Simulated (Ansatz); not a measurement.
System: SeCl, net charge 1, singlet state. This is an excited singlet: at this geometry the triplet lies 1.04 eV lower at CCSD(T)/CBS(def2-TZVPPD,def2-QZVPPD). 
Structure (B3LYP-D3(BJ)/def2-TZVP (Ansatz, a first-principles code) minimum search):
SMILES: Cl[Se+]
```xyz
2

Se     0.0000     0.0000    -0.6808
Cl     0.0000     0.0000     1.3615
```
Charge +1, spin multiplicity 1.

Parts of the frozen-core correlation energy in def2-SVP (Ansatz, hartree). Frozen orbitals: 19; correlated occupied orbitals by spin: 6 and 6; virtual: 25 and 25. No spin-orbit coupling. No relativistic terms. The restricted reference is unstable.

```tsv
term	value
reference (HF)	-2858.49823
MP2 opposite-spin	…
MP2 same-spin	…
CCSD correlation	…
(T)	-0.01215
CCSDT minus CCSD(T)	-0.00571
T1 diagnostic	0.032
largest doubles amplitude	0.161
```

Task: Fill in the missing entries.

Result: 
- MP2 opposite-spin, value: -0.17824
- MP2 same-spin, value: -0.05905
- CCSD correlation, value: -0.26598
